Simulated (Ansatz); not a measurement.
Ta(NH)(Cl)2(Me) (CH4Cl2NTa), SMILES [CH3][Ta](=[NH])([Cl])[Cl], multiplicity 1.

The structure is a stationary point at PBE0-D3(BJ)/def2-SVP. The multiplicity is an assumed one; no other spin state was optimised. The structure was generated by enumeration; whether it is a known compound was not checked. The def2 effective core potentials stand for the cores of Ta; spin–orbit coupling is left out.

Two levels are set side by side: PBE/def2-SVPD (Ansatz, a program for electronic structure) and CAM-B3LYP/def2-SVPD (Ansatz). Energy differences of separate SCF runs at the same geometry; the states with an electron removed or added have multiplicity 2 and 2. Differences are taken from unrounded values.

| quantity | CAM-B3LYP |
|---|---|
| vertical ionisation energy (eV) | 10.24 |
| vertical electron affinity (eV) | 0.64 |
| vertical singlet–triplet gap (eV) | 4.02 |

Problem. What does PBE give, and how far is it from CAM-B3LYP? (Estimate from the structure and the level; the computed values follow.)

Solution. 
```csv
quantity,PBE,PBE minus CAM-B3LYP
vertical ionisation energy (eV),9.84,-0.40
vertical electron affinity (eV),0.36,-0.28
vertical singlet–triplet gap (eV),4.04,0.02
```
